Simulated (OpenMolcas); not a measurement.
O VI: effect of the active space

```yaml
Program: OpenMolcas
Method: CASSCF or its RAS form
Basis: ANO-R1
Scalar_Hamiltonian: X2C, finite nucleus
Spin-orbit_coupling: state interaction with AMFI integrals over the reference wave functions, term energies averaged over their components
```

A. 1 electron in 4 orbitals (2s 2p); 2S+1 = 2 even, 1 root; 2S+1 = 2 odd, 3 roots; cost about 4 core-seconds
B. 1 electron in 9 orbitals (RAS2 2s 2p; RAS3 3d, at most 1 electron); 2S+1 = 2 even, 1 root; 2S+1 = 2 odd, 3 roots; cost roughly 6 core-seconds

Energies in cm-1 above 2s 2S 1/2, the measured ground level; measured values from Moore, Selected Tables of Atomic Spectra, NSRDS-NBS 3, section 8.

```
     Level      A      B  Measured
 2s 2S 1/2    0.0    0.0       0.0
2p 2P* 1/2  72864  72864     96375
2p 2P* 3/2  73270  73270     96908
```

Deviations, from unrounded energies. A percentage is the sum of absolute deviations over the sum of measured energies, with the sign that they share, or ± where signs differ.

| Against measurement | Levels | A | B |
| --- | --- | --- | --- |
| mean absolute deviation (cm-1) | 2 | 24000 | 24000 |
| other configurations (%) | 2 | -24.4 | -24.4 |

A, B lie about equally close to measurement. The largest miss of B in the table is 2p 2P* 3/2, by -24000 cm-1. The ranking rests on the paired levels alone, and a cruder setting can come out closer through cancelling errors.

Between A and B no level of the table moves by more than 5 cm-1.

With one active electron the reference holds no correlation, so core polarisation is missing. The basis is small and was not contracted for so high a charge. With one active electron outside closed inactive shells, the extra shells (3d) add no correlation to the reference (holds for B). Computed and measured levels are paired by configuration, term and J; levels that our copy of the source lacks, or whose pairing is in doubt (as where it misses far off the trend of its configuration), stay unpaired and out of the deviations. Only configurations of the active space appear.

* marks odd parity.
